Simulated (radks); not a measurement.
Results of a calculation; reference values are marked as such.
Question: Ta68+, configuration [He] 2s2 2p1. Level of theory: scalar-relativistic Kohn-Sham, LB94 model potential, spin-polarised, spherical densities, finite nucleus; open shells are filled with parallel spins first (spin-orbit coupling, left out, can overturn this in heavy ions); Fermi nuclear charge, rms radius 5.3507 fm (a radial shooting solver on a logarithmic mesh with Libxc functionals). Some entries of the table are withheld. Estimate them.

| orbital | occ. | eigenvalue (eV) | <1/r> (bohr^-1) |
|---|---|---|---|
| 1s down | 1 | -75549.21 | 85.67 |
| 1s up | 1 | -75539.90 | 85.66 |
| 2s up | 1 | -18490.93 | (1) |
| 2s down | 1 | -18448.13 | (2) |
| 2p up | 1 | (3) | (4) |
| 2p down | 0 | (5) | (6) |
| 3s up | 0 | -7940.783 | 8.832 |
| 3s down | 0 | -7927.940 | 8.822 |
| 3p up | 0 | -7570.446 | 8.279 |
| 3p down | 0 | -7558.976 | 8.272 |

Answer: 
(1) 2s up <1/r> (bohr^-1): 20.85
(2) 2s down <1/r> (bohr^-1): 20.83
(3) 2p up eigenvalue (eV): -17227.66
(4) 2p up <1/r> (bohr^-1): 18.97
(5) 2p down eigenvalue (eV): -17188.26
(6) 2p down <1/r> (bohr^-1): 18.97
